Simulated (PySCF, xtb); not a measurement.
WO₂F₂, SMILES [O]=[W](=[O])([F])[F], multiplicity 1.

GFN2-xTB in xtb 6.7.1 at its own geometry gives an orbital gap of 3.74 eV and a dipole moment of 3.66 D.

Geometry optimised at B3LYP-D3(BJ)/def2-SVP. The spin state was assumed, not searched. The isomer is the one that the SMILES or the coordinates give; other isomers of the formula were not compared. The def2 effective core potentials stand for the cores of W; spin–orbit coupling is left out.

Task: What does PySCF with HF/def2-TZVP give? (Estimate from the structure and the level; the computed values follow.)

Result: gap 14.65 eV (levels -13.91 and 0.73 eV), dipole 2.15 D.
